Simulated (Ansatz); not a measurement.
`CC(=O)OBCl` + CH₄ → `CBOC(C)=O` + HCl  (formal exchange of groups at a B–Cl bond)

Program: Ansatz. Geometries: PBE0-D4/def2-TZVP. ΔE: electronic, gas phase. CBS: MP2 limit from def2 TZ/QZ plus the TZ coupled-cluster correction, frozen cores. This one scheme is used for every species. Each species was taken in one conformer, which may not be the lowest.

| species | CCSD(T)/CBS(def2) energy (Eh) |
| --- | --- |
| `CC(=O)OBCl` | -713.52185 |
| CH₄ | -40.46206 |
| `CBOC(C)=O` | -293.56968 |
| HCl | -460.38127 |

(1) Work out ΔE.

(2) What do rigid-rotor, harmonic-oscillator terms from PBE0-D4/def2-TZVP frequencies (298.15 K, 1 bar) make of the CCSD(T)/CBS value? (Best estimate.)

Largest T1 diagnostic among the species: 0.014.

Results:

(1) ΔE = (-293.56968) + (-460.38127) − (-713.52185) − (-40.46206) = 0.03296 Eh = +86.5 kJ/mol.

(2) Ansatz gave: ΔZPE = -7.2 kJ/mol, ΔH = +80.1 kJ/mol, ΔS = 9 J/(mol·K), ΔG = +77.5 kJ/mol.

Leaving LDA and LC-ωPBE aside and taking each functional with its dispersion term where it has one, the values, not all of them listed here, spread over 4.6 kJ/mol, from CAM-B3LYP-D4 to r2SCAN-D4. LDA lies −4.8 kJ/mol from PBE without D4. At CCSD(T), def2-SVP lies +11.3 kJ/mol from the extrapolated value and def2-TZVPP +0.7 kJ/mol.
